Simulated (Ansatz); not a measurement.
BrGeH (SMILES [GeH][Br]) moved off its minimum; all values from Ansatz (a quantum-chemistry and plane-wave program), cores frozen in correlated methods.
(charge 0, multiplicity 1)
```xyz
3

Ge    -0.74458    -0.60679     0.84893
H     -1.60553    -1.05487    -0.25495
Br     0.65596     0.65090    -0.67535
```

```
level                largest force (eV/Å)  on atom  rms difference from CCSD(T)/aug-cc-pVTZ (eV/Å)  dipole (D)
-------------------  --------------------  -------  ----------------------------------------------  ----------
HF/def2-TZVPP                        2.19      Ge1                                           0.111        2.77
PBE/def2-TZVPP                       2.51      Ge1                                           0.065        2.02
r2SCAN/def2-TZVPP                    2.34      Ge1                                           0.113        2.12
B3LYP/def2-TZVPP                     2.33      Ge1                                           0.046        2.28
wB97M-V/def2-TZVPP                   2.29      Ge1                                           0.151        2.50
MP2/aug-cc-pVTZ                      2.34      Ge1                                           0.071        2.36
CCSD(T)/aug-cc-pVTZ                  2.39      Ge1                                           0.000        2.26
```

The differences count from one level among others, with limits of its own. Forces at CCSD(T)/aug-cc-pVTZ (eV/Å):

| atom | Fx | Fy | Fz |
|---|---|---|---|
| Ge1 | 1.710 | 1.029 | 1.319 |
| H2 | -1.389 | -0.734 | -1.711 |
| Br3 | -0.320 | -0.295 | 0.392 |

Doubts at one or more of the structures used: a restricted determinant that unrestricted orbitals would lower (MP2/aug-cc-pVTZ, CCSD(T)/aug-cc-pVTZ).
